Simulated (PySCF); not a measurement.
# From computed data to an observable: chemical shift, span and skew from a shielding tensor

Ge(F)(OMe) (CH₃FGeO), SMILES C[O][Ge][F] (connectivity only; charge and spin as stated), neutral, multiplicity 1. Atoms are numbered in the order given.

```xyz
7

Ge     0.3326    -0.7036     0.0000
F     -1.4344    -0.6212     0.0000
O      0.6608     1.0355     0.0000
C     -0.2562     2.1020     0.0000
H     -1.2999     1.7497     0.0000
H     -0.0915     2.7304     0.8909
H     -0.0915     2.7304    -0.8909
```

Geometry optimised at PBE0-D3(BJ)/def2-SVP. The values are those of a single conformer.

GIAO shieldings from HF/pcSseg-1 (PySCF), non-relativistic, no solvent. The symmetric part of the tensor of C4 has the principal values 113.2, 130.5, 186.4 ppm. The same nucleus in TMS has σ = 192.6 ppm at this level (PySCF, at its B3LYP-D3(BJ)/def2-TZVP geometry).

**Question.** Work out the isotropic shielding, the ¹³C shift against TMS, the span and the skew.

**Answer.** 
σ(iso) = (σ11 + σ22 + σ33)/3 = 143.4 ppm. δ = σ(ref) − σ(iso) = 192.6 − (143.4) = 49.2 ppm.
Span Ω = σ33 − σ11 = 73.2 ppm. Skew κ = 3(σ(iso) − σ22)/Ω = 0.53. Tumbling in solution averages the tensor to δ; in a static solid the shielding alone would spread this spin-1/2 line over Ω.
